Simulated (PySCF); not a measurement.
## Calculated data, BFHN

Computed with PySCF 2.14.0. Calculation on a computer-drawn molecule: vertical ionisation energy to the stated ion spin, frozen-core CCSD(T) at the basis limit and cheaper methods, single-reference cases, UHF for radicals, no spin-orbit; all values are single points at the evaluated structure, the first of each entry, which is the reference or a displaced copy of it and isn't optimised; the reference structure only sets the zero of the energies above reference; triples share is (T) over the correlation energy.

Common to all runs: charge 0; multiplicity 1; ion multiplicity 2; diffuse functions no; basis cc-pVnZ; reference is the Hartree-Fock double-zeta minimum; best is HF at quadruple zeta + MP2 correlation extrapolated from triple and quadruple zeta + CCSD(T) minus MP2 at triple zeta; basis step is the size of the change from the same recipe one zeta lower.

(1) BFHN

Evaluated structure:
```xyz
4
BFHN
N      0.0179    -0.4445     0.3152
B     -1.0187    -0.1046    -0.5635
F     -1.8853     0.1524    -1.2772
H      0.8608    -0.4998     0.9591
```

Reference structure:
```xyz
4
BFHN
N      0.0500    -0.3300     0.2233
B     -0.9055    -0.1195    -0.5101
F     -1.9174     0.1034    -1.2869
H      0.8184    -0.4994     0.8132
```

Results for BFHN: ionisation energy best 10.12 eV; ionisation energy basis step 0.08782 eV; energy above reference best 36.61 kcal/mol; energy above reference basis step 0.7148 kcal/mol; ionisation energy Koopmans at triple zeta 10.29 eV; ionisation energy EOM CCSD at triple zeta 9.874 eV; total energy HF triple zeta -179.2098 hartree; total energy CCSD(T) triple zeta -179.7848 hartree; total energy best -179.8762 hartree; T1 diagnostic at triple zeta 0.016; D1 diagnostic at triple zeta 0.04269; ion T1 diagnostic at triple zeta 0.0155; ion D1 diagnostic at triple zeta 0.04578; ion spin squared at triple zeta 0.7635; triples share at triple zeta 0.03957; basis functions triple zeta 104; dipole magnitude HF at triple zeta 1.253 debye; dipole magnitude CCSD unrelaxed at triple zeta 0.7998 debye; dipole magnitude PBE at triple zeta 0.8368 debye; dipole magnitude r2SCAN at triple zeta 0.9369 debye; dipole magnitude B3LYP at triple zeta 0.9195 debye; dipole magnitude wB97X at triple zeta 1.061 debye.

Drawn bonds:
| atom | other atom | order |
| --- | --- | --- |
| 1 | 2 | 2 |
| 2 | 3 | 1 |
| 1 | 4 | 1 |

Triple zeta:
| method | ionisation energy (eV) | energy above reference (kcal/mol) |
| --- | --- | --- |
| HF | 8.167 | 41.73 |
| PBE | 9.953 | 35.51 |
| r2SCAN | 9.75 | 36.92 |
| B3LYP | 9.901 | 37.88 |
| wB97X | 9.777 | 38.79 |
| MP2 | 10.1 | 36.74 |
| CCSD | 9.738 | 38.29 |
| CCSD(T) | 9.897 | 36.96 |

(2) BFHN

Evaluated structure:
```xyz
4
BFHN
N      0.0179    -0.4445     0.3152
B     -1.0187    -0.1046    -0.5635
F     -1.8853     0.1524    -1.2772
H      0.9465    -0.5055     1.0246
```

Reference structure:
```xyz
4
BFHN
N      0.0500    -0.3300     0.2233
B     -0.9055    -0.1195    -0.5101
F     -1.9174     0.1034    -1.2869
H      0.8184    -0.4994     0.8132
```

The calculation gives: ionisation energy best 10.01 eV; ionisation energy basis step 0.08692 eV; energy above reference best 47.36 kcal/mol; energy above reference basis step 0.6424 kcal/mol; ionisation energy Koopmans at triple zeta 10.2 eV; ionisation energy EOM CCSD at triple zeta 9.749 eV; total energy HF triple zeta -179.1895 hartree; total energy CCSD(T) triple zeta -179.7676 hartree; total energy best -179.8591 hartree; T1 diagnostic at triple zeta 0.01615; D1 diagnostic at triple zeta 0.04296; ion T1 diagnostic at triple zeta 0.01587; ion D1 diagnostic at triple zeta 0.04668; ion spin squared at triple zeta 0.7659; triples share at triple zeta 0.04021; basis functions triple zeta 104; dipole magnitude HF at triple zeta 1.041 debye; dipole magnitude CCSD unrelaxed at triple zeta 0.6215 debye; dipole magnitude PBE at triple zeta 0.6628 debye; dipole magnitude r2SCAN at triple zeta 0.7506 debye; dipole magnitude B3LYP at triple zeta 0.7384 debye; dipole magnitude wB97X at triple zeta 0.8719 debye.

Drawn bonds:
| atom | other atom | order |
| --- | --- | --- |
| 1 | 2 | 2 |
| 2 | 3 | 1 |
| 1 | 4 | 1 |

Triple zeta:
| method | ionisation energy (eV) | energy above reference (kcal/mol) |
| --- | --- | --- |
| HF | 8.033 | 54.5 |
| PBE | 9.836 | 45.42 |
| r2SCAN | 9.632 | 47.67 |
| B3LYP | 9.78 | 48.57 |
| wB97X | 9.655 | 49.92 |
| MP2 | 9.99 | 47.59 |
| CCSD | 9.618 | 49.38 |
| CCSD(T) | 9.782 | 47.74 |

(3) BFHN

Evaluated structure:
```xyz
4
BFHN
N      0.0179    -0.4445     0.3152
B     -1.0187    -0.1046    -0.5635
F     -1.8853     0.1524    -1.2772
H      1.1941    -0.5217     1.2137
```

Reference structure:
```xyz
4
BFHN
N      0.0500    -0.3300     0.2233
B     -0.9055    -0.1195    -0.5101
F     -1.9174     0.1034    -1.2869
H      0.8184    -0.4994     0.8132
```

The calculation gives: ionisation energy best 9.708 eV; ionisation energy basis step 0.07319 eV; energy above reference best 93.08 kcal/mol; energy above reference basis step 0.3674 kcal/mol; ionisation energy Koopmans at triple zeta 9.987 eV; ionisation energy EOM CCSD at triple zeta 9.402 eV; total energy HF triple zeta -179.1050 hartree; total energy CCSD(T) triple zeta -179.6943 hartree; total energy best -179.7862 hartree; T1 diagnostic at triple zeta 0.01717; D1 diagnostic at triple zeta 0.04399; ion T1 diagnostic at triple zeta 0.02043; ion D1 diagnostic at triple zeta 0.05915; ion spin squared at triple zeta 0.7959; triples share at triple zeta 0.0425; basis functions triple zeta 104; dipole magnitude HF at triple zeta 0.5467 debye; dipole magnitude CCSD unrelaxed at triple zeta 0.3716 debye; dipole magnitude PBE at triple zeta 0.3677 debye; dipole magnitude r2SCAN at triple zeta 0.3962 debye; dipole magnitude B3LYP at triple zeta 0.4074 debye; dipole magnitude wB97X at triple zeta 0.4643 debye.

Drawn bonds:
| atom | other atom | order |
| --- | --- | --- |
| 1 | 2 | 2 |
| 2 | 3 | 1 |
| 1 | 4 | 1 |

Triple zeta:
| method | ionisation energy (eV) | energy above reference (kcal/mol) |
| --- | --- | --- |
| HF | 7.603 | 107.5 |
| PBE | 9.515 | 89.37 |
| r2SCAN | 9.297 | 93.86 |
| B3LYP | 9.439 | 94.58 |
| wB97X | 9.294 | 98 |
| MP2 | 9.712 | 94.39 |
| CCSD | 9.292 | 96.51 |
| CCSD(T) | 9.474 | 93.74 |

(4) BFHN

Evaluated structure:
```xyz
4
BFHN
N      0.0179    -0.4445     0.3152
B     -1.0187    -0.1046    -0.5635
F     -1.8853     0.1524    -1.2772
H      1.1996    -0.5221     1.2180
```

Reference structure:
```xyz
4
BFHN
N      0.0500    -0.3300     0.2233
B     -0.9055    -0.1195    -0.5101
F     -1.9174     0.1034    -1.2869
H      0.8184    -0.4994     0.8132
```

The calculation gives: ionisation energy best 9.703 eV; ionisation energy basis step 0.07253 eV; energy above reference best 94.12 kcal/mol; energy above reference basis step 0.3562 kcal/mol; ionisation energy Koopmans at triple zeta 9.982 eV; ionisation energy EOM CCSD at triple zeta 9.395 eV; total energy HF triple zeta -179.1030 hartree; total energy CCSD(T) triple zeta -179.6927 hartree; total energy best -179.7846 hartree; T1 diagnostic at triple zeta 0.01721; D1 diagnostic at triple zeta 0.04401; ion T1 diagnostic at triple zeta 0.0207; ion D1 diagnostic at triple zeta 0.06091; ion spin squared at triple zeta 0.7977; triples share at triple zeta 0.04256; basis functions triple zeta 104; dipole magnitude HF at triple zeta 0.5404 debye; dipole magnitude CCSD unrelaxed at triple zeta 0.3718 debye; dipole magnitude PBE at triple zeta 0.3669 debye; dipole magnitude r2SCAN at triple zeta 0.394 debye; dipole magnitude B3LYP at triple zeta 0.4055 debye; dipole magnitude wB97X at triple zeta 0.4601 debye.

Drawn bonds:
| atom | other atom | order |
| --- | --- | --- |
| 1 | 2 | 2 |
| 2 | 3 | 1 |
| 1 | 4 | 1 |

Triple zeta:
| method | ionisation energy (eV) | energy above reference (kcal/mol) |
| --- | --- | --- |
| HF | 7.592 | 108.8 |
| PBE | 9.508 | 90.38 |
| r2SCAN | 9.289 | 94.92 |
| B3LYP | 9.432 | 95.63 |
| wB97X | 9.286 | 99.11 |
| MP2 | 9.707 | 95.47 |
| CCSD | 9.286 | 97.58 |
| CCSD(T) | 9.468 | 94.78 |
